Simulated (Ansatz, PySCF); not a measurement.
C3H6N, SMILES `C=C[N+]C` (singlet; the order of the spin states depends on the level; C–C–N–C torsion 180°) (charge 1, multiplicity 1). This singlet lies 0.26 eV below the relaxed triplet at the level B3LYP-D3(BJ)/def2-TZVP (PySCF); other levels give the other order.

These are frozen-core CCSD(T)/cc-pVDZ // B3LYP-D3(BJ)/def2-TZVP (Ansatz, a quantum-chemistry and plane-wave program) values and carry that method's errors.

Ansatz 0.2 input:
```yaml
crystal:
  periodic: [false, false, false]
  atoms:
    - { symbol: C, position_ang: [1.922875, -0.207641, 0.283117] }
    - { symbol: C, position_ang: [0.70015, 0.12181, -0.28049] }
    - { symbol: N, position_ang: [-0.347661, -0.215738, 0.441479] }
    - { symbol: C, position_ang: [-1.638157, 0.065776, -0.025123] }
    - { symbol: H, position_ang: [1.939566, -0.704203, 1.247765] }
    - { symbol: H, position_ang: [2.862181, 0.016625, -0.212304] }
    - { symbol: H, position_ang: [0.623647, 0.620785, -1.245848] }
    - { symbol: H, position_ang: [-2.149398, 0.623865, 0.780148] }
    - { symbol: H, position_ang: [-2.197841, -0.886774, 0.002582] }
    - { symbol: H, position_ang: [-1.71536, 0.565494, -0.991323] }
basis:
  gaussian: { orbitals: cc-pVDZ }
correlation:
  method: ccsd_t
total_charge: 1
```

Output:

```
Functional definition: HF
787 factors; integrals over basis functions are off by at most 1.1e-3 eV
mean field evaluation 1: about -4655.4435 eV, gradient 3.4e1 eV
mean field evaluation 2: about -4655.4453 eV, gradient 3.4e1 eV
mean field evaluation 4: about -4658.8132 eV, gradient 5.0e0 eV
mean field evaluation 8: about -4658.9268 eV, gradient 2.3e-1 eV
mean field evaluation 16: about -4658.9100 eV, gradient 1.8e0 eV
mean field evaluation 32: about -4652.0651 eV, gradient 1.0e-1 eV
mean field -4658.92704899 eV, -171.2124111160 hartree, gradient 1.6e-6 eV, S^2 0.000000; 1 other end points of the search recorded, 0 dependent functions left out; unrestricted orbitals would lower it
4 core orbitals not correlated
reference -4658.92704899 eV, -171.2124111160 hartree; 11, 11 occupied and 71, 71 virtual orbitals, 787 factors
second order -14.69841286 eV of doubles, -0.00000000 eV of singles
cycle   1  -15.34740936 eV  change   -6.5e-1 eV  update   1.0e-1
cycle   2  -15.83319368 eV  change   -4.9e-1 eV  update   3.3e-2
cycle   3  -15.95865920 eV  change   -1.3e-1 eV  update   1.9e-2
cycle   4  -15.95462874 eV  change    4.0e-3 eV  update   5.8e-3
cycle   5  -15.95111756 eV  change    3.5e-3 eV  update   3.4e-3
cycle   6  -15.95057634 eV  change    5.4e-4 eV  update   1.2e-3
cycle   7  -15.95021538 eV  change    3.6e-4 eV  update   5.5e-4
cycle   8  -15.95025251 eV  change   -3.7e-5 eV  update   2.3e-4
cycle   9  -15.95028986 eV  change   -3.7e-5 eV  update   8.4e-5
cycle  10  -15.95027616 eV  change    1.4e-5 eV  update   3.1e-5
cycle  11  -15.95029147 eV  change   -1.5e-5 eV  update   1.2e-5
perturbative correction -0.62211979 eV, -0.0228624805 hartree
Total energy: -4675.49946025 eV, -171.8214359967 hartree
```
